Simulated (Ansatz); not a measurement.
`C[Si]1(Cl)CO1` → `Cl[SiH]1CO1` + `[CH2]` (triplet)  (formal loss of a carbene)

Computed with Ansatz on PBE0-D4/def2-TZVP structures; ΔE is electronic, products minus reactants. CCSD(T)/CBS adds triple-zeta CCSD(T) − MP2 to the extrapolated MP2 energy (def2 sets, frozen cores). This one scheme is used for every species. Functionals use def2-TZVPP. B3LYP here is the variant with VWN-RPA as its local correlation; programs differ in this. Triplets are unrestricted, without spin–orbit coupling.

`C[Si]1(Cl)CO1`:

Cartesian coordinates in Å:
```
C -1.074 1.103 -0.402
Si -0.215 -0.385 0.262
Cl -1.404 -1.340 1.619
C 1.548 -0.723 0.236
O 0.631 -1.349 -0.767
H -1.349 1.785 0.405
H -0.420 1.623 -1.105
H -1.987 0.806 -0.922
H 1.995 -1.459 0.900
H 2.276 -0.059 -0.226
```

`Cl[SiH]1CO1`:

Z-matrix (Å, degrees):
```
Si
C 1 1.794
O 1 1.643 2 51.3
Cl 1 2.030 2 122.0 3 -102.0
H 1 1.471 2 125.9 3 99.6
H 2 1.088 1 123.1 3 -98.3
H 2 1.088 1 121.0 3 99.0
```

`[CH2]` (triplet):

Z-matrix (Å, degrees):
```
C
H 1 1.079
H 1 1.079 2 134.9
```

Q: Is it downhill or uphill in electronic energy at CCSD(T)/CBS, and by how much? (An estimate is asked.)

A: The calculation gave: Uphill: ΔE = +117.7 kcal/mol.

Q: What do these levels give: PBE-D4, r2SCAN-D4, PBE0-D4, ωB97X-V, B2PLYP, r2SCAN, B3LYP, MP2/def2-TZVPP, CCSD/def2-TZVPP, HF/def2-QZVPP, HF/CBS(def2), MP2/CBS(def2)? (Best estimate.)

A: The calculation gave: PBE-D4 119.2, r2SCAN-D4 113.0, PBE0-D4 117.5, ωB97X-V 120.1, B2PLYP 115.2, r2SCAN 112.6, B3LYP 113.2, MP2/def2-TZVPP 118.4, CCSD/def2-TZVPP 112.1, HF/def2-QZVPP 81.6, HF/CBS(def2) 81.6, MP2/CBS(def2) 121.3 kcal/mol.

Largest T1 diagnostic among the species: 0.013.

From PBE to PBE0 (25 % exact exchange), in def2-TZVPP and without D4, ΔE moves by −1.5 kcal/mol. In def2-TZVPP, CCSD(T) changes the Hartree–Fock value by +33.2 kcal/mol (the triples alone add +2.7 kcal/mol) and MP2 by +36.8 kcal/mol. The D4 term adds +2.8 kcal/mol with B3LYP and +1.5 kcal/mol with PBE0; it sums over pairs of atoms, weighted by their polarisabilities, and B3LYP, whose exchange is more repulsive, gets the larger term.
